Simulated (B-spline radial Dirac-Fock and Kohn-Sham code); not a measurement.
# The L3 (2p3/2) hole of terbium ions: width and yield against charge

Model: independent-particle rates on relativistic LDA orbitals of the hole state (multipoles up to L = 3, Coulomb Auger matrix elements, transition energies from Dirac-Fock). Program: a radial finite-basis atomic code. Tabulated ground configurations, configuration averages; single configurations, so decays that open only by mixing (as 1s 2s² with 1s 2p² in Be-like ions) are missing and such tiny yields are far too low.

```tsv
ion	configuration	radiative (eV)	non-radiative (eV)	yield
Tb	[Xe] 4f9 6s2	0.668	3.14	0.175
Tb⁺	[Xe] 4f9 6s1	0.668	3.14	0.175
Tb²⁺	[Xe] 4f9	0.668	3.14	0.175
Tb³⁺	[Xe] 4f8	0.669	3.16	0.175
Tb⁴⁺	[Xe] 4f7	0.670	3.17	0.175
Tb⁵⁺	[Kr] 4d10 4f7 5s2 5p5	0.670	3.16	0.175
Tb⁶⁺	[Kr] 4d10 4f8 5s2 5p3	0.670	3.14	0.176
Tb⁷⁺	[Kr] 4d10 4f7 5s2 5p3	0.671	3.16	0.175
```

Values without a named source are computed, but for edge energies of neutral atoms, which are taken from tables.
